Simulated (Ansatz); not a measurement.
Reactions of tetrafluoromethane (`FC(F)(F)F`).

Calculated with Ansatz (gas phase, PBE0-D4/def2-TZVP geometries, no zero-point term in ΔE). CCSD(T)/CBS adds triple-zeta CCSD(T) − MP2 to the extrapolated MP2 energy (def2 sets, frozen cores). This one scheme is used for every species, atoms too. Functionals use def2-TZVPP. No spin–orbit coupling; open shells (•) take unrestricted orbitals. Spin–orbit coupling would lower the free atoms: a little for C, F. Elements past krypton have def2 core potentials. For Se, Sn, Te outer-core shells are correlated without core-valence functions, so the limit isn't a true one: a few kJ/mol of doubt a bond, and 10 to 20 or more in all where bonds break to atoms. Scalar relativity is left out up to krypton. Each species was taken in one conformer, which may not be the lowest.

| reaction | PBE-D4 (kJ/mol) | CCSD/CBS(def2) (kJ/mol) | CCSD(T)/CBS(def2) (kJ/mol) |
| --- | --- | --- | --- |
| `FC(F)(F)F` + H₂Te → `FC(F)(F)[TeH]` + H–F | 24 | 30 | 24 |
| `FC(F)(F)F` + `C[SeH]` → `C[Se]C(F)(F)F` + H–F | 14 | 19 | 13 |
| `FC(F)(F)F` + `OC(F)F` → `FC(F)OC(F)(F)F` + H–F | 34 | 27 | 25 |
| `FC(F)(F)F` → `F[C](F)F`• + F• | 553 | 545 | 556 |
| `FC(F)(F)F` → F₂ + `F[C]F` | 734 | 770 | 759 |
| `FC(F)(F)F` + `[OH][SnH3]` → `FC(F)(F)[O][SnH3]` + H–F | -31 | -38 | -39 |
| `FC(F)(F)F` → C• + 4 F• | 2113 | 1947 | 1997 |

Largest T1 diagnostic: 0.017, for `F[C]F`.
